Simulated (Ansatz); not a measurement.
Nb2O, relaxed as a quintet with UKS r2SCAN-D4/def2-TZVP in Ansatz, starting from the r2SCAN-D4/def2-TZVP geometry of the neutral singlet. Force threshold 0.02 eV/Å.

In the def2 sets Nb takes a core potential; there is no spin–orbit coupling. The charge 0 quintet is spin-contaminated (final ⟨S²⟩ up to 6.24, 6.00 for a pure state). At r2SCAN-D4/def2-TZVP a singlet of charge 0 lies 0.98 eV below the quintet, each at its own geometry. The structure comes from a short search, and lower isomers may exist.

Start:

```xyz
3

Nb   -0.532   -0.907   -0.547
Nb   -0.345    0.496    1.020
O     0.877    0.411   -0.473
```

(1) Estimate the energy that the relaxation releases and the steps that it takes.

(2) Does the start keep its bonding and symmetry?

(3) Predict the relaxed structure.

Answers

(1) 74.3 kJ/mol, in 9 steps; 25 s on 4 threads of Arm Neoverse V1 on a shared host. No frequencies were taken in this run, so the end may be a saddle point.

(2) By distances, no bond broke or formed. The bond that changes most is Nb1–O3, from 1.93 to 2.13 Å (atoms count from 1). Point group C2v at the start, Cs at the end, both within 0.05 Å.

(3) 
```xyz
3

Nb   -0.5883   -1.0677   -0.6864
Nb   -0.2548    0.5951    1.0430
O     0.8431    0.4726   -0.3567
```
Bond lengths (bridged metal pairs left out): 2 × Nb–O 1.78 to 2.13 Å.
